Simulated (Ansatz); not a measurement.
Harmonic frequencies (cm⁻¹) at PBE0-D4/def2-TZVP from Ansatz: 14, 56, 124, 134, 154, 254, 280, 312, 391, 444, 480, 577, 601, 672, 712, 759, 875, 890, 925, 1273, 1451, 1452, 1869, 1912, 1916, 2167, 2170, 3053, 3138, 3140.

Each molecule was computed in one conformer, which needn't be the lowest.

Task: Which molecule is it?
A. `[CH3][AlH][SiH2][GaH2]`
B. `C[SiH]([AlH2])[GaH2]`
C. `[SiH3]C[SiH2][SeH]`
D. `C[SiH2][AlH][GaH2]`

Result: D.
